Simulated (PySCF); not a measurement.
C7H5Cl3.
Bonds: C1–C2 (double), C2–C3, C3–C4 (double), C4–C5, C5–Cl6, C5–Cl7, C4–C8, C8–C9 (double), C9–Cl10, C2–C9. Hydrogens: H11, H12 on C1; H13 on C3; H14 on C5; H15 on C8.

All values: wB97X-D/def2-SVPD (PySCF, non-relativistic), on one gas-phase PBE0-D3(BJ)/def2-SVP geometry that isn't relaxed in the solvent. The solvent is an IEF-PCM continuum (Bondi radii, 1.10 Å for H, scaled by 1.2), and excitations are vertical TDDFT with non-equilibrium linear response and a frozen core. Specific hydrogen bonds and non-electrostatic terms are outside this model.

Gas-phase singlets (H = HOMO, L = LUMO):

| state | E (eV) | λ (nm) | f | leading configurations |
| --- | --- | --- | --- | --- |
| S1 | 3.344 | 371 | 0.022 | H→L 99% |
| S2 | 5.221 | 237 | 0.429 | H-1→L 90% |
| S3 | 5.706 | 217 | 0.000 | H-4→L 81%, H-3→L 11% |
| S4 | 6.248 | 198 | 0.002 | H-3→L 59%, H→L+1 16%, H-4→L 9% |
| S5 | 6.292 | 197 | 0.000 | H→L+1 68%, H-3→L 18% |

Give the list for acetonitrile (ε = 35.69), n² = 1.81.

| state | E (eV) | λ (nm) | f | leading configurations | change by rank (eV) |
| --- | --- | --- | --- | --- | --- |
| S1 | 3.430 | 361 | 0.029 | H→L 99% | +0.086 |
| S2 | 5.116 | 242 | 0.560 | H-1→L 93% | -0.105 |
| S3 | 5.824 | 213 | 0.000 | H-4→L 75%, H-2→L 15% | +0.118 |
| S4 | 6.179 | 201 | 0.002 | H→L+1 86% | -0.069 |
| S5 | 6.302 | 197 | 0.584 | H→L+2 86% | +0.010 |

Give the list for water (ε = 78.36), n² = 1.78.

```csv
state,E (eV),λ (nm),f,leading configurations,change by rank (eV)
S1,3.434,361,0.029,H→L 99%,+0.090
S2,5.120,242,0.555,H-1→L 93%,-0.101
S3,5.826,213,0.000,"H-4→L 75%, H-2→L 15%",+0.120
S4,6.178,201,0.002,H→L+1 86%,-0.070
S5,6.303,197,0.584,H→L+2 86%,+0.011
```

The ground-state energy changes by -0.244 eV from gas to water. By how much does the total energy of gas-phase S1 change?

E(S1) = E(S0) + excitation energy, so it changes by -0.244 + 0.090 = -0.154 eV: it is lowered less than the ground state, which is what a blue shift means. This is the vertical state, with the slow part of the continuum still set for S0.

How do the frontier levels move from gas to water?

```csv
orbital,gas (eV),solvent (eV),change (eV)
LUMO+2,1.67,1.71,+0.04
LUMO+1,1.46,1.46,0.00
LUMO,-0.96,-0.77,+0.19
HOMO,-8.59,-8.50,+0.09
HOMO-1,-9.74,-9.59,+0.15
HOMO-2,-10.76,-10.84,-0.08
HOMO-3,-10.82,-10.87,-0.05
```

The HOMO–LUMO gap goes from 7.63 to 7.73 eV. Rows go by rank; for HOMO-3 and HOMO-2 the atom shares or the degeneracy differ between the runs, so the row needn't follow one orbital.

The run took 66 s on an Arm Neoverse V2 with one thread, no GPU, on a shared host. This is the whole response run at wB97X-D/def2-SVPD in water, SCF included.

Shape of the structure used: `[CH2:1]=[C:2]1[CH:3]=[C:4]([CH:5]([Cl:6])[Cl:7])[CH:8]=[C:9]1[Cl:10]`: C3–C4–C5–Cl6 118°.

Note: wB97X-D ran without an empirical dispersion term, which enters the total energy and its gradient alone.
